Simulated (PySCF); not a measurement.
Sn(Br)(SiH3) (BrH₃SiSn), SMILES [SiH3][Sn][Br] (connectivity only; charge and spin as stated), neutral, multiplicity 1.

Geometry: B3LYP-D3(BJ)/def2-SVP. The structure was generated by enumeration; whether it is a known compound was not checked. The def2 effective core potentials stand for the cores of Sn; spin–orbit coupling is left out.

Two levels are set side by side: TDA-PBE/def2-SVPD (PySCF) and TDA-B3LYP/def2-SVPD (PySCF). Vertical, same geometry. The lowest singlet is HOMO→LUMO 98 % with PBE and HOMO→LUMO 99 % with the other functional; states are paired by order. Differences are taken from unrounded values.

```tsv
quantity	TDA-B3LYP	TDA-PBE	TDA-PBE minus TDA-B3LYP
lowest singlet excitation (eV)	1.89	1.83	-0.07
lowest triplet excitation (TDA) (eV)	1.27	1.24	-0.03
first bright state (f over 0.05) (eV)	5.50	5.21	-0.29
its oscillator strength	0.17	0.12	-0.05
```

Functionals without exact exchange tend to place singlet excitations lower, as here. Differences between two approximate levels are no errors against the true value.

Rough cost on one machine, each run with all the roots and properties that it gave: TDA-B3LYP against TDA-PBE within a factor of 2.
